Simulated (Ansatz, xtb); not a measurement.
# A geometry optimisation of CHOSe with r2SCAN-D4/def2-SVP

The starting geometry of this gas-phase doublet has its atoms placed at random.

```yaml
atoms:
  - { symbol: C, position_ang: [0.4821, 0.2831, -1.6751] }
  - { symbol: O, position_ang: [0.9497, -1.1459, -0.4614] }
  - { symbol: Se, position_ang: [-1.2200, -1.1336, -0.8306] }
  - { symbol: H, position_ang: [0.0617, -0.9280, 0.7341] }
```

Task: Guess where an optimisation with r2SCAN-D4/def2-SVP ends from this start.

Result: It ends as `O[C]=[Se]`. Distances that change by over a tenth: O2–Se3 (2.20 → 2.82 Å). Contacts that close: C1–O2 (1.93 → 1.29 Å), C1–Se3 (2.37 → 1.74 Å), O2–H4 (1.51 → 0.98 Å).

The energy falls by 7.17 eV over 11 steps:

| step | E − E(last) (eV) |
| --- | --- |
| 1 | 7.167 |
| 2 | 5.384 |
| 3 | 4.663 |
| 4 | 4.272 |
| 5 | 3.503 |
| 7 | 0.501 |
| 8 | 0.113 |
| 9 | 0.011 |
| 10 | 0.003 |
| 11 | 0.000 |

Final geometry (Å):

```xyz
4

C     0.1273   -0.4596   -1.1770
O     1.0323   -0.5887   -0.2599
Se   -1.5600   -0.8560   -1.3430
H     0.6738   -1.0201    0.5469
```

From the same start GFN2-xTB reaches the same bonding as this run.

From so rough a start the end depends on the optimiser's path, so another program may land elsewhere. The end wasn't checked by frequencies. Open shells are spin-unrestricted. Run with Ansatz 0.2.0, 92 s on 1 thread of Arm Neoverse V1, with other jobs on the host.
